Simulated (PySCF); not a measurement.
A calculated (UHF, PySCF 2.14, x2c-SVPall, scalar relativity by spin-free X2C-1e) atom or ion has these occupied shells.

| shell | electrons | orbital energy (eV) | rms radius, mean of both spins (bohr) |
| --- | --- | --- | --- |
| 1s α | 1 | -1594.2 | 0.139 |
| 1s β | 1 | -1594.1 | 0.139 |
| 2s α | 1 | -133.89 | 0.677 |
| 2s β | 1 | -133.79 | 0.677 |
| 2p α | 3 | -87.423 | 0.675 |
| 2p β | 3 | -87.240 | 0.675 |
| 3s α | 1 | -11.456 | 2.82 |
| 3s β | 1 | -9.757 | 2.82 |
| 3p α | 1 | -5.833 | 3.59 |

(1) Name the element and its charge.

Answers

(1) Al (aluminium, neutral), in [Ne] 3s2 3p1, 2P determinant.
